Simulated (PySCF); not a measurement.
Compound: C7H5ClF4.
Numbering: `[CH2:1]=[CH:2][C@:3]([F:4])([Cl:5])[C:6]#[C:7][CH2:8][C:9]([F:10])([F:11])[F:12]` (hydrogens: H13, H14 on C1; H15 on C2; H16, H17 on C8)

The same species was optimised twice, with GFN2-xTB and with PBE0-D3(BJ)/def2-SVP (PySCF), and the same property calculations (PySCF, gas phase) were run on both structures.

```
      coordinate  GFN2-xTB  PBE0-D3(BJ)/def2-SVP  change
       C3–C6 (Å)     1.448                 1.460  +0.012
      C3–Cl5 (Å)     1.826                 1.815  -0.011
       C6≡C7 (Å)     1.199                 1.209  +0.010
       C1=C2 (Å)     1.320                 1.330  +0.010
       C3–F4 (Å)     1.365                 1.355  -0.010
      C9–F10 (Å)     1.342                 1.335  -0.007
      C9–F12 (Å)     1.338                 1.332  -0.006
      C9–F11 (Å)     1.338                 1.332  -0.006
       C8–C9 (Å)     1.524                 1.518  -0.006
       C7–C8 (Å)     1.447                 1.451  +0.004
       C2–C3 (Å)     1.498                 1.500  +0.002
    C7–C8–C9 (°)     110.1                 113.7    +3.6
    C6–C7–C8 (°)     176.3                 179.0    +2.7
   C8–C9–F10 (°)     111.3                 109.7    -1.6
  F10–C9–F12 (°)     106.7                 107.9    +1.2
  F10–C9–F11 (°)     106.7                 107.8    +1.1
    C2–C3–F4 (°)     112.0                 111.0    -1.0
  F11–C9–F12 (°)     106.9                 107.9    +1.0
   F4–C3–Cl5 (°)     106.4                 107.4    +1.0
 C1–C2–C3–F4 (°)         5                    -1      -6
C7–C8–C9–F10 (°)      -179                  -178      +1
```

Rotational constants: A = 1505, B = 342.4, C = 320.6 MHz (GFN2-xTB) against A = 1508, B = 331.1, C = 309.5 MHz (PBE0-D3(BJ)/def2-SVP). Point groups within 0.08 Å: C1 and C1.

On the GFN2-xTB structure: HOMO (eV) -8.19 [PBE0/pcSseg-1]; LUMO (eV) -1.27 [PBE0/pcSseg-1]; dipole (D) 0.97 [PBE0/pcSseg-1]; GIAO shielding of C1 (ppm) 63.7 [PBE0/pcSseg-1]; GIAO shielding of C2 (ppm) 42.1 [PBE0/pcSseg-1]; GIAO shielding of C3 (ppm) 81.0 [PBE0/pcSseg-1]; GIAO shielding of F4 (ppm) 299.9 [PBE0/pcSseg-1]; GIAO shielding of Cl5 (ppm) 513.6 [PBE0/pcSseg-1]; GIAO shielding of C6 (ppm) 100.3 [PBE0/pcSseg-1]; GIAO shielding of C7 (ppm) 95.9 [PBE0/pcSseg-1]; GIAO shielding of C8 (ppm) 157.5 [PBE0/pcSseg-1].

What do these properties become on the PBE0-D3(BJ)/def2-SVP structure?

```tsv
property	level	on GFN2-xTB	on PBE0-D3(BJ)/def2-SVP	change
HOMO (eV)	PBE0/pcSseg-1	-8.19	-8.14	+0.05
LUMO (eV)	PBE0/pcSseg-1	-1.27	-1.18	+0.09
dipole (D)	PBE0/pcSseg-1	0.97	0.93	-0.04
energy, GFN2-xTB geometry as zero (kcal/mol)	PBE0/pcSseg-1	0.0	-0.7	-0.7
GIAO shielding of C1 (ppm)	PBE0/pcSseg-1	63.7	61.1	-2.6
GIAO shielding of C2 (ppm)	PBE0/pcSseg-1	42.1	39.3	-2.8
GIAO shielding of C3 (ppm)	PBE0/pcSseg-1	81.0	81.8	+0.8
GIAO shielding of F4 (ppm)	PBE0/pcSseg-1	299.9	305.0	+5.1
GIAO shielding of Cl5 (ppm)	PBE0/pcSseg-1	513.6	545.5	+31.9
GIAO shielding of C6 (ppm)	PBE0/pcSseg-1	100.3	99.5	-0.8
GIAO shielding of C7 (ppm)	PBE0/pcSseg-1	95.9	96.5	+0.6
GIAO shielding of C8 (ppm)	PBE0/pcSseg-1	157.5	156.3	-1.2
```

The heavy atoms differ by 0.090 Å rms after alignment. Among bonds between heavy atoms C3–Cl5 and C3–C6 change most and about equally (-0.011 to +0.012 Å). Changes are differences of the printed values. Neither structure is proved a minimum here.

Conformer computed: `[CH2:1]=[CH:2][C@:3]([F:4])([Cl:5])[C:6]#[C:7][CH2:8][C:9]([F:10])([F:11])[F:12]`: C1–C2–C3–F4 -1°, C7–C8–C9–F10 -178°.
